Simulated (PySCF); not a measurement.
A PySCF script (with the pyscf-properties extension) for the NMR shieldings of SMILES Cc1cc(C(C)C)c[p-]1, [C8H12P]-, on a PBE0-D3(BJ)/def2-SVP geometry:

```python
import basis_set_exchange as bse
import numpy as np
from pyscf import gto, dft
from pyscf.prop import nmr

atoms = """
C     4.885662   -0.460704   -0.146545
C     3.454667   -0.907838   -0.071233
C     2.353558   -0.046092   -0.122945
C     1.103402   -0.703956   -0.021413
C    -0.223331    0.022863   -0.039781
C    -0.949084   -0.074426    1.304917
C    -1.132531   -0.454735   -1.174015
C     1.255263   -2.091102    0.111175
P     2.944131   -2.590252    0.108152
H     5.085039    0.173692   -1.032104
H     5.571898   -1.322147   -0.207629
H     5.197596    0.132978    0.735843
H     2.438597    1.044155   -0.235104
H    -0.005228    1.092516   -0.219950
H    -1.169444   -1.127831    1.543705
H    -1.903755    0.484278    1.306773
H    -0.314094    0.315566    2.115084
H    -0.629968   -0.342499   -2.146933
H    -1.369259   -1.524442   -1.052241
H    -2.087093    0.102642   -1.205043
H     0.411587   -2.784805    0.202821
"""
names = dict.fromkeys(["C", "P", "H"], "pcSseg-1")
basis = {el: gto.basis.parse(bse.get_basis(n, elements=[el], fmt="nwchem")) for el, n in names.items()}
mol = gto.M(atom=atoms, basis=basis, charge=-1, verbose=0)
mf = dft.RKS(mol, xc="PBE0")
mf.grids.level = 2
mf.grids.alignment = dft.numint.BLKSIZE   # the property module wants whole blocks of grid points
mf.conv_tol = 1e-9
mf.kernel()

calc = nmr.RKS(mf)   # GIAO
C = mf.mo_coeff
Co = C[:, mf.mo_occ > 0]
resp = mf.gen_response(singlet=True, hermi=2)
def vind(x):   # induced exchange potential for any number of trial vectors
    d = np.einsum("pi,xij,qj->xpq", C, 2 * x.reshape(-1, C.shape[1], Co.shape[1]), Co, optimize=True)
    return np.einsum("xpq,pi,qj->xij", resp(d - d.transpose(0, 2, 1)), C, Co, optimize=True).ravel()
mo1, _ = nmr.rhf.solve_mo1(calc, with_cphf=vind)
sigma = calc.kernel(mo1)
for i, s in enumerate(sigma):   # ppm
    w = np.linalg.eigvalsh((s + s.T) / 2)
    print("%2d %-2s iso %8.1f  s11 %8.1f  s22 %8.1f  s33 %8.1f" % (i, mol.atom_pure_symbol(i), w.mean(), *w))
```

Q: What are the results?

A: 
```
 0 C  iso    163.8  s11    151.7  s22    152.3  s33    187.5
 1 C  iso     41.1  s11    -77.4  s22     48.3  s33    152.5
 2 C  iso     64.4  s11    -12.5  s22     85.7  s33    120.1
 3 C  iso     45.2  s11    -23.2  s22     26.6  s33    132.3
 4 C  iso    149.6  s11    141.6  s22    145.5  s33    161.5
 5 C  iso    154.6  s11    138.0  s22    145.0  s33    180.9
 6 C  iso    155.8  s11    138.6  s22    148.3  s33    180.6
 7 C  iso     61.4  s11    -48.5  s22     71.3  s33    161.3
 8 P  iso    212.3  s11    121.4  s22    151.9  s33    363.5
 9 H  iso     28.8  s11     23.9  s22     27.4  s33     35.2
10 H  iso     29.2  s11     24.1  s22     29.2  s33     34.2
11 H  iso     28.7  s11     24.2  s22     26.6  s33     35.4
12 H  iso     24.9  s11     22.3  s22     24.5  s33     27.8
13 H  iso     28.7  s11     24.3  s22     28.2  s33     33.7
14 H  iso     30.0  s11     26.2  s22     30.2  s33     33.7
15 H  iso     30.4  s11     26.7  s22     27.4  s33     37.3
16 H  iso     30.1  s11     26.3  s22     28.9  s33     35.3
17 H  iso     30.2  s11     26.5  s22     28.6  s33     35.5
18 H  iso     29.9  s11     25.9  s22     30.1  s33     33.7
19 H  iso     30.5  s11     26.6  s22     27.6  s33     37.2
20 H  iso     25.0  s11     22.9  s22     23.1  s33     28.9
```

These numbers come from an equivalent density-fitted implementation of the same equations, which agrees with the script to about 0.01 ppm for H and up to a few tenths of a ppm for heavy atoms, so last digits may differ.

Q: Turn these shieldings into chemical shifts. Shifts are taken against calculated references (same method and geometry level): ¹³C (σ = 184.41 ppm), ¹H (σ = 31.27 ppm) against TMS; ³¹P (σ = 310.13 ppm) vs H3PO4.

A: Averaging equivalent atoms: C 1: 143.3; C 3: 139.2; C 7: 123.0; C 2: 120.0; C 4: 34.8; C 5/6: 29.2; C 0: 20.6; P 8: 97.9; H 12: 6.41; H 20: 6.30; H 13: 2.56; H 9/10/11: 2.36; H 14/15/16/17/18/19: 1.07 ppm. Experimental scales use liquid or dissolved standards, which lie at an offset from isolated H3PO4.

Size and cost of the density-fitted run: 220 basis functions, 56 s wall time on 1 thread of an Arm Neoverse V1, shared host; peak memory 1 GiB.
